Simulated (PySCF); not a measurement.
C₃H₂ClF₃, SMILES F/C=C(/Cl)C(F)F.

Coordinates come from a B3LYP-D3(BJ)/def2-SVP optimisation. Other conformers were not sampled.

Vertical ionisation energy (IE) and electron affinity (EA) in eV. Rows of orbital energies are one-electron estimates. Where ΔSCF, EOM or ADC give a negative EA the extra electron is unbound and the value depends on the basis.

```
level                                          IE    EA
-------------------------------------------  ----  ----
−ε(HOMO), −ε(LUMO), B3LYP/def2-TZVP (PySCF)  7.62  1.12
−ε(HOMO), −ε(LUMO), PBE/def2-TZVP (PySCF)    6.56  1.82
```
